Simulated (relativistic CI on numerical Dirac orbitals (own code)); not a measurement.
**Ti+ in a cubic cluster: 1s photoemission with charge transfer**

Computed with a charge-transfer multiplet model of a cubic metal-ligand cluster with up to 2 ligand holes, Slater and spin-orbit integrals from Dirac-Coulomb-Breit ions, Slater integrals scaled by 0.8. The ground state mixes d3 with configurations of k ligand holes L, whose averages lie at kΔ + k(k − 1)U_dd/2; a core hole lowers each added d electron by U_cd. 300 K, Lorentzian 1.1 eV and Gaussian 0.6 eV FWHM.

Atomic integrals in eV (Slater integrals scaled, ζ unscaled), ground: F2dd 5.409, F4dd 3.320, zeta_d 0.009; with the core hole: F2dd 7.209, F4dd 4.482, zeta_d 0.020, G2cd 0.028.

Cluster parameters (eV): U_dd = 5.2, U_cd = 5.8, 10Dq = 0.5, 10Dq(ligand) = 0.6, V(eg) = 2.3, V(t2g) = -1.26, final-state hopping factor = 0.9.

```csv
Case,n_d,d3,d4L,d5L2,S
Δ = 5.5 eV,3.41,0.63,0.33,0.04,1.50
Δ = 8.5 eV,3.25,0.76,0.22,0.01,1.50
Δ = 9.5 eV,3.21,0.80,0.19,0.01,1.50
```

Weights, n_d and S are thermal averages at 300 K. Binding energies count from the first peak over 30 % of the highest in each spectrum, which can be another peak from case to case. The parameters are a model scan and need not match a compound or its usual spin state. Peaks in eV (height, largest 100):
- Δ = 5.5 eV: 0.0 (100), 4.3 (6), 8.2 (14)
- Δ = 8.5 eV: 0.0 (100), 8.3 (8)
- Δ = 9.5 eV: 0.0 (100), 8.5 (6)

Curve for Δ = 8.5 eV (points under 2 left out, the grid thinned):

| E (eV) | Intensity |
| --- | --- |
| -3.1 | 3.6 |
| -2.8 | 4.4 |
| -2.5 | 5.5 |
| -2.2 | 7.0 |
| -1.9 | 9.2 |
| -1.7 | 11.3 |
| -1.4 | 16.2 |
| -1.1 | 24.6 |
| -0.8 | 39.7 |
| -0.5 | 64.2 |
| -0.2 | 91.3 |
| 0.1 | 99.3 |
| 0.4 | 79.7 |
| 0.7 | 51.7 |
| 0.9 | 37.3 |
| 1.2 | 23.3 |
| 1.5 | 15.5 |
| 1.8 | 11.0 |
| 2.1 | 8.2 |
| 2.4 | 6.3 |
| 2.7 | 5.1 |
| 3.0 | 4.2 |
| 3.3 | 3.6 |
| 3.5 | 3.3 |
| 3.8 | 2.9 |
| 4.1 | 2.7 |
| 4.4 | 2.7 |
| 4.7 | 2.9 |
| 5.0 | 3.5 |
| 5.3 | 4.2 |
| 5.6 | 4.6 |
| 5.8 | 4.5 |
| 6.1 | 3.8 |
| 6.4 | 3.2 |
| 6.7 | 3.2 |
| 7.0 | 3.4 |
| 7.3 | 3.9 |
| 7.6 | 4.9 |
| 7.9 | 6.4 |
| 8.2 | 7.8 |
| 8.4 | 7.8 |
| 8.7 | 6.4 |
| 9.0 | 4.4 |
| 9.3 | 2.9 |
| 9.6 | 2.0 |

For the case Δ = 8.5 eV, Δ = 8.5 eV is larger than U_dd = 5.2 eV, the Mott-Hubbard side of the Zaanen-Sawatzky-Allen scheme. With the core hole the configuration with one ligand hole lies at Δ − U_cd = -0.3, 2.7, 3.7 eV from the one without, in the order of the table; where this is negative the screened configuration lies lower, though the effective hopping of about 4.5 eV (from the holes of the mixed ground state) mixes the two strongly wherever it is as large as the gap.
